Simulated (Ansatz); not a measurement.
Reaction (cleavage of the Si–Ge bond): `F[SiH](Cl)[GeH2][Cl]` + NH₃ → `N[SiH](F)Cl` + `[Cl][GeH3]`

Program: Ansatz. Geometries: PBE0-D4/def2-TZVP. ΔE: electronic, gas phase. CCSD(T)/CBS is the MP2 limit (def2-TZVPP, def2-QZVPP) plus CCSD(T) − MP2 in def2-TZVPP, frozen cores. This one scheme is used for every species. DFT in def2-TZVPP. B3LYP here is the variant with VWN-RPA as its local correlation; programs differ in this. For Ge outer-core shells are correlated without core-valence functions, which leaves a few kJ/mol of doubt a bond. Scalar relativity is left out up to krypton. One conformer a species, not always the lowest.

`F[SiH](Cl)[GeH2][Cl]`:

Z-matrix (Å, degrees):
```
Si
Cl 1 2.045
Ge 1 2.383 2 108.4
F 1 1.592 2 108.4 3 -118.4
H 1 1.478 2 108.5 3 124.5
Cl 3 2.163 1 105.9 2 174.3
H 3 1.534 1 113.1 2 -68.5
H 3 1.535 1 112.3 2 58.0
```

NH₃:

Cartesian coordinates in Å:
```
N -0.069 0.251 -0.107
H 0.610 0.334 0.639
H -0.874 -0.228 0.276
H 0.333 -0.357 -0.809
```

`N[SiH](F)Cl`:

Z-matrix (Å, degrees):
```
Si
F 1 1.593
Cl 1 2.039 2 105.8
N 1 1.685 2 114.5 3 -118.7
H 1 1.471 2 106.2 3 118.7
H 4 1.006 1 122.2 2 81.4
H 4 1.006 1 121.7 2 -76.3
```

`[Cl][GeH3]`:

```xyz
5

Cl    0.911    0.138    1.769
Ge   -0.073   -0.011   -0.142
H     0.231   -1.405   -0.699
H     0.503    1.093   -1.033
H    -1.572    0.186    0.106
```

**Question.** Is it downhill or uphill in electronic energy at CCSD(T)/CBS, and by how much? (Estimate.)

**Answer.** Computed: Downhill: ΔE = -67.4 kJ/mol.

**Question.** What do these levels give: PBE-D4, r2SCAN-D4, PBE0-D4, ωB97M-V, B2PLYP, r2SCAN, B3LYP, HF/def2-TZVPP, CCSD/def2-TZVPP, CCSD(T)/def2-TZVPP, MP2/def2-QZVPP, HF/CBS(def2)? (Best estimate.)

**Answer.** The calculation gave: PBE-D4 -50.8, r2SCAN-D4 -66.3, PBE0-D4 -59.0, ωB97M-V -72.3, B2PLYP -71.7, r2SCAN -67.3, B3LYP -68.6, HF/def2-TZVPP -88.5, CCSD/def2-TZVPP -72.3, CCSD(T)/def2-TZVPP -69.5, MP2/def2-QZVPP -72.6, HF/CBS(def2) -89.9 kJ/mol.

Largest T1 diagnostic among the species: 0.011.

From PBE to PBE0 (25 % exact exchange), in def2-TZVPP and without D4, ΔE moves by −8.3 kJ/mol. The D4 term adds +4.8 kJ/mol with B3LYP and +3.1 kJ/mol with PBE0; it sums over pairs of atoms, weighted by their polarisabilities, and B3LYP, whose exchange is more repulsive, gets the larger term. In def2-TZVPP, CCSD(T) changes the Hartree–Fock value by +19.0 kJ/mol (the triples alone add +2.8 kJ/mol) and MP2 by +15.1 kJ/mol.
